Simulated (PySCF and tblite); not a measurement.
C₃H₇Br, numbered as in [CH3:1][CH2:2][CH2:3][Br:4]. The ensemble was built from 60 distance-geometry starts (ETKDG and KDG, MMFF94s, GFN2-xTB) and rests on GFN2-xTB geometries. Weights use PBE0-D3(BJ)/pcSseg-1 (IEF-PCM, chloroform) energies plus GFN2-xTB zero-point and thermal terms (modes under about 100 cm⁻¹ blended into free rotors). Symmetry numbers and mirror images are counted. Conformers within 3 kcal/mol (GFN2-xTB free energy) were kept, 10 at most. GIAO shieldings: PBE0/pcSseg-1 (IEF-PCM, chloroform). Shifts are against TMS (¹H), TMS (¹³C) at the same level. (PySCF 2.14, tblite 0.8.)

Torsions listed: C1–C2–C3–Br4. Of a mirror pair one member is shown.

Two conformers hold nearly all the population. I: 180°; δ(C3) = 48.77 ppm. II: -66°; δ(C3) = 52.07 ppm. The average over the ensemble at 298.15 K is 51.19 ppm.

What populations and free-energy difference follow from a two-state model?

p(I) = (51.19 − 52.07)/(48.77 − 52.07) = 0.27, so K = p(II)/p(I) = 2.75 and G(II) − G(I) = −RT ln K = -0.60 kcal/mol. One of the two counts twice, as a mirror pair, which this difference holds. The weights computed directly are 26.6 % and 73.4 %.

Spin–orbit effects of the heavy atoms on shieldings are missing.
